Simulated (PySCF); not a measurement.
**Structure revision by computed shifts**

A compound C4H11BO2 gives the data below (simulated from a calculation) and was assigned the structure `CB(O)OC(C)C`.

¹³C{¹H} NMR (computed): δ 68.9 (CH2), 27.6 (CH2), 10.9 (CH3), -4.0 (CH3).

¹H NMR (600 MHz, computed): δ 3.64 (br s, 1H), 3.40 (t, J = 8.3 Hz, 2H), 1.57 (sext, J = 8.4 Hz, 2H), 0.87 (t, J = 8.5 Hz, 3H), 0.28 (s, 3H).

All values are calculated (PySCF): σ from GIAO-PBE0/pcSseg-1, PBE0-D3(BJ)/def2-SVP geometry, J: B3LYP/pcJ-1 (spin–dipole term only in couplings to heteroatoms). Averaged over atoms made equivalent by symmetry, fast rotation or ring inversion, a single conformation, no relativistic terms, no solvent.

Chemical shifts δ = σref − σ; TMS for ¹H, ¹³C, all at this level.

Question: Compare with the shifts computed for the proposed structure, pairing carbons in order of shift.

Answer: Numbering as in the mapped SMILES `[CH3:1][B:2]([OH:3])[O:4][CH:5]([CH3:6])[CH3:7]`. Each H is labelled by its parent atom.

```
atom  computed for proposal  given list  difference
  C5                   65.3        68.9        -3.6
  C6                   25.4        27.6        -2.2
  C7                   25.4        10.9       +14.5
  C1                   -1.1        -4.0        +2.9
```

The rms difference is 7.7 ppm and the largest +14.5 ppm at C7 (methyl carbon). The proposal also would give 3 carbon signals, not 4. The carbon types in order of shift don't match either: CH, CH3, CH3, CH3 for the proposal against CH2, CH2, CH3, CH3 in the data. The proposal doesn't fit.

Question: Which isomer fits?

Answer: `CCCOB(C)O`.

δC 68.9: sp3 CH2 bonded to O; the inductive effect lowers its shielding. δC 27.6: sp3 CH2; aliphatic region, no heteroatom directly attached. δH 3.64: hydrogen on an oxygen bonded to B; exchangeable; this is the value without hydrogen bonding to other molecules. δH 0.87: hydrogen on a methyl carbon; far from electronegative atoms and π systems. The protons at 0.87 and 1.57 share a coupling of 8.5 Hz (vicinal). The protons at 1.57 and 3.40 share a coupling of 8.3 Hz (vicinal).

Other isomers checked: CCB(OC)OC (rms 15.9 ppm).

This is the structure that produced the data.

Exchangeable OH/NH protons stand at their gas-phase positions; hydrogen bonding in a real sample shifts them, mostly to higher δ. A carbon bonded to boron is broadened by the quadrupolar boron nucleus and is often missing from a measured spectrum. Multiplet labels drop couplings under 1 Hz and merge nearly equal ones. Unscaled 3J(H,H) at this level run about 10 % above measured values. Shifts are as computed. Against solution values, carbons near 30 ppm lie about +2 ppm off and those near 130 ppm about +5 ppm. Of 1313 compounds with measured shifts, 239 miss one by over three times the rms of a fit or turn the order of signals round; such compounds aren't used in these exercises. Across freely rotating sp3–sp3 bonds, 3J(H,H) is taken as (2 J gauche + J anti)/3 from the one conformer, which assumes equal rotamer populations.
